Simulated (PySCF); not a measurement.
Molecule: SMILES CO/C(F)=C/OC(C)=O, C5H7FO3.

Bonds (- single, = double, # triple, : aromatic): C1-O2, O2-C3, C3-F4, C3=C5, C5-O6, O6-C7, C7-C8, C7=O9. C1 carries H10, H11, H12; C5 carries H13; C8 carries H14, H15, H16. Stereochemistry as in CO/C(F)=C/OC(C)=O.

Frames of a GFN2-xTB Langevin trajectory at 300 K; GIAO PBE0/pcSseg-1 shieldings in PySCF, gas phase, non-relativistic; equivalent atoms averaged within each frame.

δ = σ(ref) − σ, references computed at the same level: 13C (σ = 186.93 ppm) and 1H (σ = 31.72 ppm) against TMS; 17O (σ = 336.08 ppm) vs H2O; 19F (σ = 170.95 ppm) vs CFCl3. The references are static minima.

How do the shifts (ppm) fluctuate along the trajectory?

## Answers


```tsv
time (fs)	C7	C3	C5	C1	C8	O9	O6	O2	F4	H13
250	173.4	166.6	115.3	65.4	23.8	457.2	212.3	79.3	-88.5	7.10
425	181.0	166.6	116.5	56.6	26.0	470.9	229.1	99.3	-126.4	6.83
625	175.2	166.1	112.7	61.0	19.6	450.9	202.6	96.3	-108.2	6.44
800	176.5	169.2	102.7	53.1	23.0	444.7	230.4	88.6	-101.4	5.47
1000	168.2	160.5	104.0	52.8	20.1	433.3	209.7	80.5	-89.2	5.80
mean of frames	174.8	165.8	110.2	57.8	22.5	451.4	216.8	88.8	-102.7	6.33
standard deviation	4.7	3.2	6.5	5.4	2.6	14.0	12.3	9.0	15.6	0.68
```

5 frames give an uncertainty of the mean of about the standard deviation over 2.2 at best, since frames this close in time may not be independent; classical motion lacks zero-point vibration, and the reference would need the same averaging.
